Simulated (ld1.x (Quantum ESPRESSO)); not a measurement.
# Cu: TM pseudisation with PBEsol, scalar-relativistic reference atom.

The input file (ld1.x (Quantum ESPRESSO) 7.5):

```
&input
   title='Cu', zed=29., rel=1, dft='PBESOL', iswitch=3,
   config='[Ar] 3d10 4s0.75 4p0.25',
   nld=3, rlderiv=1.15, eminld=-10.0, emaxld=5.0, deld=0.04
 /
 &inputp
   pseudotype=2, tm=.true., lloc=-1, rcloc=0.85,
   nlcc=.false.,
   file_pseudopw='Cu.UPF', file_wfcaegen='ae.wfc', file_wfcncgen='nc.wfc', file_beta='beta', file_chi='chi'
 /
3
3S  1  0   2.00   0.00  1.05  1.05  0.0
3P  2  1   6.00   0.00  1.05  1.05  0.0
3D  3  2  10.00   0.00  1.00  1.00  0.0
 &test
   configts(1)='3s2 3p6 3d10 4s0.75 4p0.25'
 /
```

Command:

```bash
ld1.x < Cu.in > Cu.out
```

Output (shortened: banner, matrices, multipoles, cross overlaps and the repeated all-electron block are left out):

```
Program LD1 v.7.5
     --------------------------- All-electron run ----------------------------

     Cu
     scalar relativistic calculation

     atomic number is 29.00
     dft =PBESOL   lsd =0 sic =0 latt =0  beta=0.20 tr2=1.0E-14
     Exchange-correlation= PBESOL
                           (   1   4  10   8   0   0   0)
     mesh =1199 r(mesh) = 100.25372 a.u. xmin = -7.00 dx = 0.01250
     1 Ry =  13.60569312 eV, c = 137.03599908

     n l     nl                  e(Ry)          e(Ha)          e(eV)
     1 0     1S 1( 2.00)      -649.9907      -324.9954     -8843.5742
     2 0     2S 1( 2.00)       -78.0559       -39.0280     -1062.0048
     2 1     2P 1( 6.00)       -67.3971       -33.6986      -916.9846
     3 0     3S 1( 2.00)        -8.4526        -4.2263      -115.0029
     3 1     3P 1( 6.00)        -5.3362        -2.6681       -72.6024
     3 2     3D 1(10.00)        -0.4158        -0.2079        -5.6569
     4 0     4S 1( 0.75)        -0.3701        -0.1850        -5.0353
     4 1     4P 1( 0.25)        -0.0707        -0.0354        -0.9623

     final scf error:  1.2E-15 reached in  29 iterations

     Etot =   -3306.908716 Ry,   -1653.454358 Ha,  -44992.785180 eV

     Ekin =    3355.742984 Ry,    1677.871492 Ha,   45657.209242 eV
     Encl =   -7964.534042 Ry,   -3982.267021 Ha, -108363.006044 eV
     Eh   =    1434.151008 Ry,     717.075504 Ha,   19512.618502 eV
     Exc  =    -132.268666 Ry,     -66.134333 Ha,   -1799.606880 eV

     normalization and overlap integrals

     s(1S/1S) =  1.000000  <r> =   0.0522  <r2> =    0.0037  r(max) =   0.0341
     s(2S/2S) =  1.000000  <r> =   0.2354  <r2> =    0.0654  r(max) =   0.1960
     s(2P/2P) =  1.000000  <r> =   0.2065  <r2> =    0.0523  r(max) =   0.1585
     s(3S/3S) =  1.000000  <r> =   0.7126  <r2> =    0.5876  r(max) =   0.6112
     s(3P/3P) =  1.000000  <r> =   0.7501  <r2> =    0.6664  r(max) =   0.6189
     s(3D/3D) =  1.000000  <r> =   1.0421  <r2> =    1.5491  r(max) =   0.6036
     s(4S/4S) =  1.000000  <r> =   2.8841  <r2> =    9.8287  r(max) =   2.2428
     s(4P/4P) =  1.000000  <r> =   5.0877  <r2> =   32.4908  r(max) =   3.5173

     ------------------------ End of All-electron run ------------------------

     --------------------- Generating NC pseudopotential ---------------------

      Generating local potential from pseudized AE potential:
      Matching radius rcloc =   0.8500

      Local pseudo, rcloc= 0.846 Estimated cut-off energy=    34.83 Ry

      Wfc   3S  rcut= 1.059  Using Troullier-Martins method

      Wfc   3P  rcut= 1.059  Using Troullier-Martins method

      Wfc   3D  rcut= 1.008  Using Troullier-Martins method

     ------------------- End of pseudopotential generation -------------------

     Computing logarithmic derivative in   1.14909
     Computing logarithmic derivative in   1.14909
     Computing the partial wave expansion
     R is outside the sphere for l=    0 j= 0.00
     R is outside the sphere for l=    1 j= 0.00
     R is outside the sphere for l=    2 j= 0.00

     ---------------------- Testing the pseudopotential ----------------------

     Cu
     scalar relativistic calculation

     atomic number is 29.00   valence charge is 19.00
     dft =PBESOL   lsd =0 sic =0 latt =0  beta=0.20 tr2=1.0E-14
     mesh =1199 r(mesh) = 100.25372 xmin = -7.00 dx = 0.01250

     n l     nl             e AE (Ry)        e PS (Ry)    De AE-PS (Ry)
     1 0     3S   1( 2.00)       -8.45256       -8.45256        0.00001
     2 1     3P   1( 6.00)       -5.33618       -5.33621        0.00003
     3 2     3D   1(10.00)       -0.41578       -0.41578        0.00000
     2 0     4S   1( 0.75)       -0.37009       -0.38944        0.01935  !
     3 1     4P   1( 0.25)       -0.07073       -0.07104        0.00031

     eps = 4.7E-15  iter = 37

     Etot =   -3306.908716 Ry,   -1653.454358 Ha,  -44992.785180 eV
     Etotps =  -392.572978 Ry,    -196.286489 Ha,   -5341.227473 eV

     Ekin =     232.220067 Ry,     116.110033 Ha,    3159.514967 eV
     Encl =    -925.389838 Ry,    -462.694919 Ha,  -12590.570151 eV
     Ehrt =     350.758694 Ry,     175.379347 Ha,    4772.315150 eV
     Ecxc =     -37.163635 Ry,     -18.581818 Ha,    -505.637014 eV
     Epseu=     -12.998266 Ry,      -6.499133 Ha,    -176.850425 eV

     ---------------------- End of pseudopotential test ----------------------
```

Generation and configuration tests took about 1.6 s on one core of a shared server CPU.

Transferability test of the new file with ld1.x, input:

```
&input
   title='Cu', zed=29., rel=1, dft='PBESOL', iswitch=2,
   config='[Ar] 3d10 4s0.75 4p0.25'
 /
 &test
   file_pseudo='Cu.UPF', nconf=8,
   configts(1)='3s2 3p6 3d10 4s0.75 4p0.25',
   configts(2)='3s2 3p6 3d10 4s1 4p0',
   configts(3)='3s2 3p6 3d10 4s0 4p0',
   configts(4)='3s2 3p6 3d9 4s0 4p0',
   configts(5)='3s2 3p6 3d9 4s2 4p0',
   configts(6)='3s2 3p5 3d10 4s1 4p0',
   configts(7)='3s2 3p6 3d10 4s0.5 4p0',
   configts(8)='3s2 3p6 3d8 4s0 4p0'
 /
```

```bash
ld1.x < Cu.test.in > Cu.test.out
```

Pseudopotential blocks of its output, shortened (energy terms left out):

```
     ---------------------- Testing the pseudopotential ----------------------

     n l     nl             e AE (Ry)        e PS (Ry)    De AE-PS (Ry)
     1 0     3S   1( 2.00)       -8.45256       -8.45256        0.00001
     2 1     3P   1( 6.00)       -5.33618       -5.33621        0.00003
     3 2     3D   1(10.00)       -0.41578       -0.41578        0.00000
     2 0     4S   1( 0.75)       -0.37009       -0.38944        0.01935  !
     3 1     4P   1( 0.25)       -0.07073       -0.07104        0.00031

     eps = 8.9E-15  iter = 53

     Etot =   -3306.908716 Ry,   -1653.454358 Ha,  -44992.785179 eV
     Etotps =  -392.572979 Ry,    -196.286489 Ha,   -5341.227474 eV

     ---------------------- End of pseudopotential test ----------------------

          ---------------------- Testing the pseudopotential ----------------------

     n l     nl             e AE (Ry)        e PS (Ry)    De AE-PS (Ry)
     1 0     3S   1( 2.00)       -8.40851       -8.40602       -0.00249
     2 1     3P   1( 6.00)       -5.29178       -5.28922       -0.00255
     3 2     3D   1(10.00)       -0.37181       -0.36926       -0.00255
     2 0     4S   1( 1.00)       -0.33866       -0.35594        0.01728  !
     3 1     4P   1( 0.00)       -0.04672       -0.04592       -0.00080

     eps = 3.4E-15  iter = 47

     Etot =   -3306.982469 Ry,   -1653.491235 Ha,  -44993.788637 eV
     Etotps =  -392.651361 Ry,    -196.325680 Ha,   -5342.293917 eV
     dEtot_ae =      -0.073753 Ry
     dEtot_ps =      -0.078382 Ry,   Delta E=       0.004629 Ry

     ---------------------- End of pseudopotential test ----------------------

          ---------------------- Testing the pseudopotential ----------------------

     n l     nl             e AE (Ry)        e PS (Ry)    De AE-PS (Ry)
     1 0     3S   1( 2.00)       -9.03905       -9.04889        0.00984  !
     2 1     3P   1( 6.00)       -5.92482       -5.93506        0.01024  !
     3 2     3D   1(10.00)       -1.00265       -1.01293        0.01027  !
     2 0     4S   1( 0.00)       -0.86543       -0.89641        0.03098  !
     3 1     4P   1( 0.00)       -0.46986       -0.47506        0.00521  !

     eps = 4.4E-15  iter = 35

     Etot =   -3306.386894 Ry,   -1653.193447 Ha,  -44985.685430 eV
     Etotps =  -392.031794 Ry,    -196.015897 Ha,   -5333.864279 eV
     dEtot_ae =       0.521822 Ry
     dEtot_ps =       0.541185 Ry,   Delta E=      -0.019363 Ry

     ---------------------- End of pseudopotential test ----------------------

          ---------------------- Testing the pseudopotential ----------------------

     n l     nl             e AE (Ry)        e PS (Ry)    De AE-PS (Ry)
     1 0     3S   1( 2.00)      -10.28562      -10.30081        0.01519  !
     2 1     3P   1( 6.00)       -7.16131       -7.17650        0.01519  !
     3 2     3D   1( 9.00)       -2.17590       -2.18986        0.01395  !
     2 0     4S   1( 0.00)       -1.62772       -1.67641        0.04868  !
     3 1     4P   1( 0.00)       -1.11166       -1.11977        0.00811  !

     eps = 6.4E-15  iter =126

     Etot =   -3304.820424 Ry,   -1652.410212 Ha,  -44964.372515 eV
     Etotps =  -390.453035 Ry,    -195.226518 Ha,   -5312.384179 eV
     dEtot_ae =       2.088292 Ry
     dEtot_ps =       2.119943 Ry,   Delta E=      -0.031651 Ry

     ---------------------- End of pseudopotential test ----------------------

          ---------------------- Testing the pseudopotential ----------------------

     n l     nl             e AE (Ry)        e PS (Ry)    De AE-PS (Ry)
     1 0     3S   1( 2.00)       -8.79788       -8.78043       -0.01745  !
     2 1     3P   1( 6.00)       -5.67166       -5.65375       -0.01791  !
     3 2     3D   1( 9.00)       -0.70160       -0.68324       -0.01837  !
     2 0     4S   1( 2.00)       -0.42860       -0.44518        0.01659  !
     3 1     4P   1( 0.00)       -0.08340       -0.07911       -0.00429

     eps = 6.4E-15  iter = 67

     Etot =   -3306.836563 Ry,   -1653.418281 Ha,  -44991.803480 eV
     Etotps =  -392.532050 Ry,    -196.266025 Ha,   -5340.670609 eV
     dEtot_ae =       0.072154 Ry
     dEtot_ps =       0.040929 Ry,   Delta E=       0.031225 Ry

     ---------------------- End of pseudopotential test ----------------------

          ---------------------- Testing the pseudopotential ----------------------

     n l     nl             e AE (Ry)        e PS (Ry)    De AE-PS (Ry)
     1 0     3S   1( 2.00)       -9.56910       -9.56134       -0.00776  !
     2 1     3P   1( 5.00)       -6.44271       -6.43252       -0.01019  !
     3 2     3D   1(10.00)       -1.44803       -1.44495       -0.00308
     2 0     4S   1( 1.00)       -1.00562       -1.03666        0.03104  !
     3 1     4P   1( 0.00)       -0.56286       -0.56222       -0.00064

     eps = 4.7E-15  iter = 42

     Etot =   -3301.146702 Ry,   -1650.573351 Ha,  -44914.388977 eV
     Etotps =  -386.819695 Ry,    -193.409848 Ha,   -5262.950064 eV
     dEtot_ae =       5.762015 Ry
     dEtot_ps =       5.753284 Ry,   Delta E=       0.008731 Ry

     ---------------------- End of pseudopotential test ----------------------

          ---------------------- Testing the pseudopotential ----------------------

     n l     nl             e AE (Ry)        e PS (Ry)    De AE-PS (Ry)
     1 0     3S   1( 2.00)       -8.70785       -8.71110        0.00324
     2 1     3P   1( 6.00)       -5.59233       -5.59573        0.00341
     3 2     3D   1(10.00)       -0.67206       -0.67554        0.00347
     2 0     4S   1( 0.50)       -0.59247       -0.61629        0.02382  !
     3 1     4P   1( 0.00)       -0.24447       -0.24625        0.00178

     eps = 7.7E-15  iter = 36

     Etot =   -3306.750637 Ry,   -1653.375319 Ha,  -44990.634404 eV
     Etotps =  -392.409245 Ry,    -196.204623 Ha,   -5338.999769 eV
     dEtot_ae =       0.158079 Ry
     dEtot_ps =       0.163733 Ry,   Delta E=      -0.005654 Ry

     ---------------------- End of pseudopotential test ----------------------

          ---------------------- Testing the pseudopotential ----------------------

     n l     nl             e AE (Ry)        e PS (Ry)    De AE-PS (Ry)
     1 0     3S   1( 2.00)      -11.78484      -11.80698        0.02214  !
     2 1     3P   1( 6.00)       -8.64464       -8.66497        0.02033  !
     3 2     3D   1( 8.00)       -3.59268       -3.60872        0.01604  !
     2 0     4S   1( 0.00)       -2.51736       -2.59198        0.07462  !
     3 1     4P   1( 0.00)       -1.89446       -1.90620        0.01174  !

     eps = 9.4E-15  iter = 32

     Etot =   -3301.954541 Ry,   -1650.977271 Ha,  -44925.380194 eV
     Etotps =  -387.571744 Ry,    -193.785872 Ha,   -5273.182216 eV
     dEtot_ae =       4.954175 Ry
     dEtot_ps =       5.001234 Ry,   Delta E=      -0.047059 Ry

     ---------------------- End of pseudopotential test ----------------------
```
